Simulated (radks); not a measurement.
Neutral carbon inside a hard spherical wall (all orbitals vanish at R), configuration held at [He] 2s2 2p2 and not refilled when levels cross. Calculated with a radial shooting solver on a logarithmic mesh with Libxc functionals: scalar-relativistic Kohn-Sham, PBE, spin-polarised, spherical densities, point nucleus; open shells are filled with parallel spins first. Eigenvalues in eV for spin up, with the zero of energy where the potential of the charges vanishes at infinity; a dash marks a level that is unbound or too diffuse for the functional's potential to be trusted. A positive occupied level is held by the wall or, in an anion where self-interaction has pushed it up, behind a barrier. The pressure on the wall is -dE/dV.

[
 {"R (bohr)": "free", "E (hartree)": "-37.81029", "kinetic (hartree)": "37.717", "e(1s)": "-273.15", "e(2s)": "-14.642", "e(2p)": "-6.095", "e(3s, empty)": "-", "e(3p, empty)": "-", "pressure (GPa)": "0"},
 {"R (bohr)": "20", "E (hartree)": "-37.81029", "kinetic (hartree)": "37.717", "e(1s)": "-273.15", "e(2s)": "-14.642", "e(2p)": "-6.095", "e(3s, empty)": "-", "e(3p, empty)": "-", "pressure (GPa)": "< 0.0001"},
 {"R (bohr)": "15", "E (hartree)": "-37.81029", "kinetic (hartree)": "37.717", "e(1s)": "-273.15", "e(2s)": "-14.642", "e(2p)": "-6.095", "e(3s, empty)": "-0.231", "e(3p, empty)": "-", "pressure (GPa)": "< 0.0001"},
 {"R (bohr)": "10", "E (hartree)": "-37.81027", "kinetic (hartree)": "37.717", "e(1s)": "-273.14", "e(2s)": "-14.639", "e(2p)": "-6.092", "e(3s, empty)": "0.267", "e(3p, empty)": "1.639", "pressure (GPa)": "0.000626"},
 {"R (bohr)": "7", "E (hartree)": "-37.80913", "kinetic (hartree)": "37.726", "e(1s)": "-273.01", "e(2s)": "-14.557", "e(2p)": "-6.001", "e(3s, empty)": "2.283", "e(3p, empty)": "4.509", "pressure (GPa)": "0.0757"},
 {"R (bohr)": "6", "E (hartree)": "-37.80568", "kinetic (hartree)": "37.750", "e(1s)": "-272.75", "e(2s)": "-14.392", "e(2p)": "-5.809", "e(3s, empty)": "4.359", "e(3p, empty)": "7.066", "pressure (GPa)": "0.420"},
 {"R (bohr)": "5", "E (hartree)": "-37.79106", "kinetic (hartree)": "37.836", "e(1s)": "-271.94", "e(2s)": "-13.907", "e(2p)": "-5.231", "e(3s, empty)": "8.697", "e(3p, empty)": "11.928", "pressure (GPa)": "2.63"},
 {"R (bohr)": "3.5", "E (hartree)": "-37.61941", "kinetic (hartree)": "38.594", "e(1s)": "-266.70", "e(2s)": "-10.565", "e(2p)": "-1.308", "e(3s, empty)": "29.311", "e(3p, empty)": "32.159", "pressure (GPa)": "58.8"},
 {"R (bohr)": "3", "E (hartree)": "-37.37565", "kinetic (hartree)": "39.463", "e(1s)": "-261.82", "e(2s)": "-7.007", "e(2p)": "2.640", "e(3s, empty)": "47.486", "e(3p, empty)": "48.589", "pressure (GPa)": "190"},
 {"R (bohr)": "2", "E (hartree)": "-35.19705", "kinetic (hartree)": "45.259", "e(1s)": "-238.08", "e(2s)": "17.762", "e(2p)": "26.490", "e(3s, empty)": "152.33", "e(3p, empty)": "135.60", "pressure (GPa)": "2980"}
]
